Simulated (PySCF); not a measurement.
C5H7F, SMILES C1[C@@H](F)C=CC1.

Coordinates come from a PBE-D3(BJ)/def2-SVP optimisation. The structure was generated by enumeration; whether it is a known compound was not checked. One conformer was computed; it need not be the lowest.

Two levels are set side by side: PBE/def2-TZVP (PySCF) and PBE0/def2-TZVP (PySCF). Same geometry, gas phase. Differences are taken from unrounded values.

| quantity | PBE0 |
|---|---|
| orbital gap (eV) | 7.37 |
| highest occupied level (eV) | -7.41 |
| lowest empty level (eV) | -0.04 |
| dipole moment (D) | 2.16 |
| mean polarisability (bohr³) | 57.3 |

Problem. What does PBE give, and how far is it from PBE0? (Estimate from the structure and the level; the computed values follow.)

Solution. 
```
quantity                       PBE  PBE minus PBE0
---------------------------  -----  --------------
orbital gap (eV)              5.19           -2.18
highest occupied level (eV)  -6.27            1.13
lowest empty level (eV)      -1.08           -1.04
dipole moment (D)             2.05           -0.11
mean polarisability (bohr³)   59.0             1.7
```

Without exact exchange PBE keeps part of each electron's self-repulsion, which lifts occupied levels and narrows the gap. Differences between two approximate levels are no errors against the true value.

Rough cost on one machine, each run with all the roots and properties that it gave: PBE0 against PBE within a factor of 2.
